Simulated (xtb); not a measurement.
xtb input:

```bash
xtb mol.xyz --gfn 2 --ohess tight --chrg 0 --uhf 0
```
mol.xyz:
```
6

Si    -0.26647135     0.07812324     0.01183079
Cl    -0.13699514     1.72135099    -1.23383494
Cl    -0.71557354    -1.58019265    -1.21097680
Cl    -1.89577316     0.33069992     1.33870157
O      1.16510902    -0.18336267     0.87421615
H      1.84454107    -0.32763338     0.16376277
```

Predict the final energy.

-20.12366 Eh (GFN2-xTB).
